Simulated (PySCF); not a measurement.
**Electron affinity of Os by level of theory**

Os⁻ [Xe] 4f14 5d7 6s2 (4F) → Os [Xe] 4f14 5d6 6s2 (5D), as a difference of total energies. Calculation: PySCF 2.14, in x2c-TZVPPall with one added diffuse shell each of s, p, d, f type (12s8p8d4f1g, 113 functions); the spin-free X2C one-electron Hamiltonian (Gaussian nucleus). Correlated levels: valence: [Xe] 4f14 frozen. The calculations carry no spin-orbit coupling.

```json
{"method": "UHF", "electron affinity (eV)": "-0.602"}
{"method": "MP2 (valence)", "electron affinity (eV)": "0.626"}
{"method": "SCS-MP2 (valence)", "electron affinity (eV)": "0.695"}
{"method": "CCSD (valence)", "electron affinity (eV)": "0.694"}
{"method": "CCSD(T) (valence)", "electron affinity (eV)": "0.863"}
```

A first-order spin-orbit estimate (lowest level to lowest level, LS coupling) adds 0.160 eV.

Errors of the correlated levels include the incompleteness of this basis and the frozen core.

A negative affinity means that the anion lies above the atom at that level of theory.

The coupled-cluster amplitudes are large for Os⁻ (T1 above 0.03 or a double amplitude above 0.15), so a single reference is strained.

For comparison: 1.078 eV (measured; photodetachment measurements, as compiled on the Wikipedia data page of electron affinities).
